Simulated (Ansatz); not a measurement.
Input for Ansatz (a first-principles code): R-wB97X-V/def2-TZVPP on Pb2, 2S+1 = 1, a spin state set in the input, which need not be the lowest, a point of a bond scan (R = 2.911 Å). Elements past Kr take the def2 small-core potentials; no spin–orbit coupling.

Ansatz 0.2 input:
```yaml
crystal:
  periodic: [false, false, false]
  atoms:
    - {symbol: Pb, position_ang: [0.00000000, 0.00000000, 0.00000000]}
    - {symbol: Pb, position_ang: [0.00000000, 0.00000000, 2.91090900]}
basis:
  gaussian:
    orbitals: def2-TZVPP
    pivot_positions_ang: [[0.00000000, 0.00000000, 0.00000000], [0.00000000, 0.00000000, 2.91090900]]
hamiltonian:
  xc: {name: wB97X-V}
output: {forces: true, orbitals: {seedname: ./end}}
```

The head of its log:

```
WARN ansatz: RAYON_NUM_THREADS=1 ignored (pool sized by the plan → 1); use --threads N
Functional definition: wB97X-V
integrals: 0.05 GiB planned
834 factors; their error is unknown
integrals: 0.08 GiB planned
292 factors; integrals over basis functions are off by at most 7.7e-6 eV
mean field: 0.45 GiB planned
mean field evaluation 1: about -10494.1040 eV, gradient 6.3e0 eV
mean field evaluation 2: about -10494.2224 eV, gradient 3.1e0 eV
```

### Question
Give the final energy of this run.

### Answer
-385.6583 hartree.
